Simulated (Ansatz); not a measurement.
Z-matrix (Å, degrees):
```
C
H 1 1.0880
H 1 1.0880 2 109.29
C 1 1.5384 2 115.31 3 -131.73
H 4 1.0929 1 115.84 2 129.10
H 4 1.0930 5 109.21 1 132.91
O 4 1.4463 5 111.63 6 123.92
C 7 1.4463 4 91.71 5 118.94
H 8 1.0929 7 111.63 4 -118.94
H 8 1.0930 9 109.21 7 123.92
```
Charge +1, spin multiplicity 2.

All values below come from frozen-core CCSD(T)/cc-pVTZ // B3LYP-D3(BJ)/def2-TZVP (Ansatz, a quantum-chemistry and plane-wave program). The geometry is that of the parent before the electron was removed.

- HF energy = -191.66877 Ha
- MP2 correlation energy = -0.68135 Ha

Q: Estimate the CCSD correlation energy, the (T) correction, the total energy and the T1 diagnostic.

A: 
The CCSD correlation energy comes out as -0.73049 Ha and the (T) correction is -0.02959 Ha. The CCSD(T) total energy comes out as -192.42885 Ha and the T1 diagnostic comes out as 0.030.
